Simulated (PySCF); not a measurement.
Can point charges reproduce the dipole moment of `CC[SiH2]O[C@H](C)CO`?

Coordinates (GFN2-xTB, Å) and charges (e) from the PBE0/pcSseg-1 density (PySCF):

```tsv
atom	x	y	z	Mulliken	IAO	Hirshfeld	ESP-fitted
C1	2.711	1.016	0.166	-0.2987	-0.4091	-0.1166	-0.1801
C2	2.552	-0.431	-0.289	-0.5743	-0.5462	-0.1582	-0.0959
Si3	0.918	-1.229	0.246	+0.8233	+0.9982	+0.3956	+0.5087
O4	-0.194	-0.211	-0.345	-0.6524	-0.6531	-0.2072	-0.3708
C5	-1.595	-0.256	-0.222	-0.0571	+0.0860	+0.0462	+0.2531
C6	-2.207	-1.006	-1.396	-0.2207	-0.4344	-0.1237	-0.6024
C7	-2.076	1.199	-0.153	+0.1450	-0.0486	-0.0071	+0.0356
O8	-1.525	1.866	0.951	-0.4625	-0.5495	-0.2373	-0.6006
H9	1.926	1.636	-0.262	+0.1215	+0.1392	+0.0369	+0.0495
H10	3.671	1.421	-0.152	+0.1200	+0.1431	+0.0415	+0.0564
H11	2.656	1.089	1.250	+0.1141	+0.1349	+0.0382	+0.0507
H12	3.369	-1.027	0.118	+0.1362	+0.1446	+0.0376	+0.0331
H13	2.652	-0.473	-1.374	+0.1435	+0.1492	+0.0412	+0.0380
H14	0.802	-1.315	1.708	-0.1120	-0.1620	-0.0888	-0.1307
H15	0.772	-2.582	-0.306	-0.1236	-0.1602	-0.0889	-0.1426
H16	-1.858	-0.759	0.718	+0.1033	+0.1194	+0.0341	+0.0583
H17	-1.828	-2.024	-1.416	+0.1220	+0.1476	+0.0426	+0.1848
H18	-3.289	-1.028	-1.305	+0.1148	+0.1451	+0.0472	+0.1479
H19	-1.936	-0.517	-2.328	+0.1138	+0.1464	+0.0424	+0.1563
H20	-1.798	1.706	-1.089	+0.0963	+0.1196	+0.0316	+0.0602
H21	-3.160	1.237	-0.033	+0.1113	+0.1456	+0.0471	+0.1121
H22	-0.573	1.708	0.935	+0.2363	+0.3440	+0.1455	+0.3784
```

Question: What dipole does each set of charges give (1 e·Å = 4.803 D), and what does the density give?

Answer: The full density gives (0.45, -1.37, -1.05) D, 1.78 D in size; dipole vectors point from the negative to the positive end.

| scheme | μx | μy | μz | size (D) | share of the full size (%) | angle to the full dipole (°) |
| --- | --- | --- | --- | --- | --- | --- |
| Mulliken | -2.17 | -2.05 | -1.15 | 3.20 | 180 | 58 |
| IAO | -0.20 | -2.86 | -0.67 | 2.94 | 165 | 30 |
| Hirshfeld | 0.06 | -0.98 | -0.52 | 1.11 | 62 | 15 |
| ESP-fitted | 0.45 | -1.37 | -1.05 | 1.79 | 100 | 0 |

Question: Which set comes closest?

Answer: Length of the difference vector: ESP-fitted 0.01 D, Hirshfeld 0.76 D, IAO 1.67 D, Mulliken 2.71 D. Closest: ESP-fitted. The schemes that divide the density aren't constrained to reproduce the dipole.

Question: What is left for the Hirshfeld atoms' own dipoles?

Answer: The Hirshfeld atoms' densities add up to the full density, so μ = Σ q r + Σ (atomic dipoles). The atomic dipoles sum to (0.45, -1.37, -1.05) − (0.06, -0.98, -0.52) = (0.39, -0.39, -0.53) D, 0.76 D in size.

Question: With the origin at the mean of the coordinates, (0.000, 0.001, -0.208) Å, which are the largest single terms, by size, of the Hirshfeld dipole along the direction of the full one?

Answer: O8 +2.85, Si3 +1.73, H22 -1.49, H15 -0.96, C2 -0.78 D; all 22 atoms together +1.08 D. The single terms depend on the origin, their sum doesn't.

Question: Give the size of the full dipole in other units.

Answer: 1.78 D = 0.700 au = 0.371 e·Å = 5.94 × 10⁻³⁰ C·m.

One conformer (not necessarily the lowest) at the GFN2-xTB geometry, without solvent, vibrations or thermal averaging.
